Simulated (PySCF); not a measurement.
C3H9BO.

```xyz
14

B     -0.5494     0.9412     0.4995
H     -1.5143     1.1343     1.2060
O      0.3454     1.9550     0.4528
H      1.1053     1.7648    -0.1154
C     -0.3854    -0.4140    -0.3052
C     -0.5735    -1.6268     0.6244
C      0.9111    -0.5172    -1.1190
H     -1.2407    -0.4150    -1.0134
H     -0.5734    -2.5736     0.0584
H      0.2410    -1.6911     1.3664
H     -1.5216    -1.5671     1.1815
H      1.0231     0.3180    -1.8326
H      0.9522    -1.4470    -1.7101
H      1.7994    -0.5208    -0.4619
```

Coordinates come from a B3LYP-D3(BJ)/def2-SVP optimisation. This is a generated structure with no PubChem entry under its InChIKey; it may be hypothetical. Other conformers were not sampled.

Calculation: PBE/pcSseg-1 (PySCF). Non-relativistic, no solvent.

**Question.** Give the absolute GIAO shielding of each atom: isotropic value and principal components (ppm). (An estimate is asked for; the answer gives what the named calculation found.)

**Answer.** 
```json
[
 {"atom": "B1", "σ(iso)": "45.8", "σ11": "-2.1", "σ22": "46.1", "σ33": "93.3", "span": "95.5"},
 {"atom": "H2", "σ(iso)": "25.9", "σ11": "24.1", "σ22": "24.7", "σ33": "28.9", "span": "4.8"},
 {"atom": "O3", "σ(iso)": "130.4", "σ11": "-46.6", "σ22": "125.3", "σ33": "312.5", "span": "359.1"},
 {"atom": "H4", "σ(iso)": "25.2", "σ11": "20.9", "σ22": "26.3", "σ33": "28.6", "span": "7.7"},
 {"atom": "C5", "σ(iso)": "154.4", "σ11": "135.3", "σ22": "159.2", "σ33": "168.6", "span": "33.3"},
 {"atom": "C6", "σ(iso)": "161.5", "σ11": "146.2", "σ22": "156.8", "σ33": "181.5", "span": "35.3"},
 {"atom": "C7", "σ(iso)": "165.1", "σ11": "152.2", "σ22": "159.9", "σ33": "183.1", "span": "30.9"},
 {"atom": "H8", "σ(iso)": "30.2", "σ11": "25.4", "σ22": "29.6", "σ33": "35.7", "span": "10.3"},
 {"atom": "H9", "σ(iso)": "30.1", "σ11": "26.3", "σ22": "28.0", "σ33": "35.9", "span": "9.6"},
 {"atom": "H10", "σ(iso)": "30.7", "σ11": "27.0", "σ22": "28.8", "σ33": "36.1", "span": "9.1"},
 {"atom": "H11", "σ(iso)": "29.7", "σ11": "25.7", "σ22": "27.2", "σ33": "36.1", "span": "10.4"},
 {"atom": "H12", "σ(iso)": "30.2", "σ11": "26.1", "σ22": "28.1", "σ33": "36.4", "span": "10.2"},
 {"atom": "H13", "σ(iso)": "30.1", "σ11": "26.1", "σ22": "28.2", "σ33": "36.0", "span": "9.9"},
 {"atom": "H14", "σ(iso)": "30.7", "σ11": "27.7", "σ22": "28.4", "σ33": "36.0", "span": "8.2"}
]
```
